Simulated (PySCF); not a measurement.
**Polarisability and C₆ of Be²⁺ (beryllium, charge +2)**

1s2, closed-shell 1S. Calculation: PySCF 2.14, in an uncontracted even-tempered set (15 s from 0.49 bohr⁻², ratio 2.2; 7 p from 0.82 bohr⁻², ratio 2.4; 4 d from 2.5 bohr⁻², ratio 2.4; 3 f from 3.7 bohr⁻², ratio 2.4; 3 g from 5.5 bohr⁻², ratio 2.4); the non-relativistic Hamiltonian (point nucleus). Coupled (time-dependent) response in atomic units; α is the mean over directions.

```json
{"method": "UHF", "mean α (bohr³)": "0.05183", "C₆ (like pair)": "0.01109", "S(−4)": "0.001887"}
{"method": "PBE0", "mean α (bohr³)": "0.05420", "C₆ (like pair)": "0.01177", "S(−4)": "0.002109"}
```

S(−4) is the Cauchy moment in α(ω) = α(0) + S(−4) ω² + …

α(iu) at PBE0:

| u (hartree) | α(iu) (bohr³) |
| --- | --- |
| 0 | 0.05420 |
| 0.0500 | 0.05419 |
| 0.100 | 0.05418 |
| 0.200 | 0.05412 |
| 0.300 | 0.05401 |
| 0.500 | 0.05368 |
| 0.750 | 0.05304 |
| 1.00 | 0.05218 |
| 1.50 | 0.04988 |
| 2.00 | 0.04701 |
| 3.00 | 0.04052 |
| 5.00 | 0.02857 |

A single London oscillator, α(iu) = α/(1 + u²/ω²), gives C₆ = (3/4) ω α². Matching the computed C₆ needs ω = 4 × 0.01177 / (3 × 0.05420²) = 5.34 hartree.

For an ion, C₆ is the dispersion term alone; charge-induced terms of lower order in 1/R come first.
